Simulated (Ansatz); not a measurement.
# Which is lower?

Two relaxed structures of AlB2H4Cl, closed shell (PBE0-D4/def2-TZVP; forces vanish, vibrations not checked).

A:

B1  (0.077, 1.736, -1.297)
B2  (0.167, 0.422, -0.634)
Al3  (0.284, -1.443, 0.229)
Cl4  (-1.521, -2.458, 0.596)
H5  (-0.009, 2.849, -1.672)
H6  (0.968, 1.423, -0.311)
H7  (-0.841, 1.250, -0.414)
H8  (1.614, -2.197, 0.618)
(Å)

B:

```
8
angstrom
B -1.1237 -0.2111 -0.4952
B -0.7149 -0.4859 0.8827
Al 1.1420 0.0207 -0.2079
Cl 1.7257 1.5581 -1.5180
H -1.4047 0.1586 -1.5785
H -1.3824 0.6170 0.5269
H -0.4460 -0.6884 2.0135
H 2.2803 -0.9524 0.2818
```

Computed with Ansatz 0.2.0 (basis: def2-TZVPP); correlated methods freeze the cores. B3LYP uses VWN-RPA correlation.

Task: Which structure is lower at CCSD(T), and by how much? (Judge from chemistry; the value comes from the calculation.)

Result: By the calculation: B, by 21.8 kJ/mol (electronic energy, against the other). By their contacts, A is AlB₂H₄Cl ([Cl][AlH][B]12[H][BH]1[H]2) and B is AlB₂H₄Cl ([Cl][AlH]1[BH]2[H][BH]21).

All methods give the same order:

```
   method  E(B) − E(A) (kJ/mol)
   PBE-D4                 -25.3
r2SCAN-D4                 -24.3
  PBE0-D4                 -22.8
 B3LYP-D4                 -21.3
  wB97M-V                 -23.2
       HF                  -8.8
      MP2                 -24.3
     CCSD                 -19.0
  CCSD(T)                 -21.8
```

T1 diagnostic: at most 0.012.

Labels in which every atom is bracketed show which atoms are joined, not bond orders.

For scale, one of the runs: CCSD(T)/def2-TZVPP, 202 basis functions, launched by `ansatz run in.yaml --threads 2 --pin off --events-out ev --progress --plain --max-ram 4352MiB`. Time: 58 s of wall clock on 2 CPU threads of an Arm Neoverse V1; the host was shared. Peak host memory: 2.3 GiB.
